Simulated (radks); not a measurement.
Q: Valence configurations of Ni+ (all share [Ar]). All-electron calculation, scalar-relativistic Kohn-Sham, PBEsol, spin-unpolarised, spherical densities, finite nucleus; Fermi nuclear charge, rms radius 3.7757 fm. Program: a radial shooting solver on a logarithmic mesh with Libxc functionals. Order these by energy: 3d9; 3d8 4s1; 3d7 4s1 4p1; 3d7 4s2; 3d7 4s0.5 4p1.5; 3d8 4s0.5 4p0.5; 3d7 4s1.5 4p0.5; 3d8 4p1; 3d7.5 4s1 4p0.5; 3d8.5 4s0.5.

A: From the lowest, in eV above it: 3d9 0.000; 3d8.5 4s0.5 1.130; 3d8 4s1 3.072; 3d8 4s0.5 4p0.5 5.913; 3d8 4p1 8.785; 3d7.5 4s1 4p0.5 8.943; 3d7 4s2 9.886; 3d7 4s1.5 4p0.5 13.036; 3d7 4s1 4p1 16.221; 3d7 4s0.5 4p1.5 19.438. NIST lists [Ar] 3d9 as the ground configuration; this level of theory agrees among the configurations tried. The energies are those of spherical spin-averaged densities, not of single terms.
